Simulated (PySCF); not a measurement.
# Spin–spin coupling constants

Molfile (atoms numbered from 1):
```
C5H8F2
     RDKit          3D

 15 14  0  0  0  0  0  0  0  0999 V2000
   -2.1919   -0.5711    0.4600 C   0  0  0  0  0  0  0  0  0  0  0  0
   -1.2296    0.6077    0.3539 C   0  0  2  0  0  0  0  0  0  0  0  0
   -1.5046    1.3012   -0.8116 F   0  0  0  0  0  0  0  0  0  0  0  0
    0.1991    0.1592    0.3725 C   0  0  0  0  0  0  0  0  0  0  0  0
    1.0522    0.3217   -0.6238 C   0  0  0  0  0  0  0  0  0  0  0  0
    2.4731   -0.1374   -0.6012 C   0  0  0  0  0  0  0  0  0  0  0  0
    2.7958   -0.7660    0.5752 F   0  0  0  0  0  0  0  0  0  0  0  0
   -2.0307   -1.0952    1.3971 H   0  0  0  0  0  0  0  0  0  0  0  0
   -3.2185   -0.2157    0.4190 H   0  0  0  0  0  0  0  0  0  0  0  0
   -2.0240   -1.2570   -0.3669 H   0  0  0  0  0  0  0  0  0  0  0  0
   -1.4089    1.3231    1.1703 H   0  0  0  0  0  0  0  0  0  0  0  0
    0.4993   -0.3369    1.2839 H   0  0  0  0  0  0  0  0  0  0  0  0
    0.7601    0.8192   -1.5371 H   0  0  0  0  0  0  0  0  0  0  0  0
    2.6645   -0.8572   -1.4069 H   0  0  0  0  0  0  0  0  0  0  0  0
    3.1597    0.7121   -0.7062 H   0  0  0  0  0  0  0  0  0  0  0  0
  1  2  1  0
  2  3  1  0
  2  4  1  0
  4  5  2  0
  5  6  1  0
  6  7  1  0
  1  8  1  0
  1  9  1  0
  1 10  1  0
  2 11  1  1
  4 12  1  0
  5 13  1  0
  6 14  1  0
  6 15  1  0
M  END
```

Method: B3LYP/pcJ-1 (spin–dipole term only in couplings to heteroatoms)//GFN2-xTB, PySCF 2.14; isolated molecule, single conformer, non-relativistic. Couplings are averaged over pairs made equivalent by symmetry, fast rotation or ring inversion, so a value needn't be that of the named pair in this geometry, while other rotamers aren't included; one pair stands for each set, and the list holds a selection of those of at least 0.8 Hz over up to four bonds. One-bond C–F couplings come out tens of Hz too large with common functionals.

Isotopes: 13C, 19F, 1H.

```
   pair  bonds  J (Hz)
 C1, C2      1    38.7
 C1, H8      1   134.4
 C2, F3      1  -227.0
 C2, C4      1    49.2
C2, H11      1   156.0
 C4, C5      1    85.2
C4, H12      1   162.2
 C5, C6      1    48.1
C5, H13      1   162.5
 C6, F7      1       ?
C6, H14      1       ?
C6, H15      1   154.5
 C1, F3      2    21.7
 C2, C5      2       ?
 C5, F7      2       ?
C5, H14      2       ?
C5, H15      2    -4.0
C6, H13      2    13.4
F7, H14      2       ?
 H8, H9      2   -13.6
C1, H12      3     1.5
 C4, F7      3       ?
F7, H13      3    26.7
H8, H11      3       ?
 C1, C6      4    -1.0
C2, H14      4    -1.6
```

Estimate the withheld couplings, with signs.

Results:


- 1J(C6,F7) = -227.7 Hz (bond length 1.372 Å)
- 1J(C6,H14) = 153.9 Hz (bond length 1.097 Å, sp3 carbon)
- 2J(C2,C5) = -1.1 Hz (angle at C4 125°)
- 2J(C5,F7) = 11.7 Hz (angle at C6 112°)
- 2J(C5,H14) = -4.0 Hz (angle at C6 111°)
- 2J(F7,H14) = 52.9 Hz (angle at C6 107°)
- 3J(C4,F7) = 11.2 Hz (dihedral angle 1°)
- 3J(H8,H11) = 6.9 Hz (mean over equivalent pairs that range from 2.0 to 13.7 Hz in this conformer)
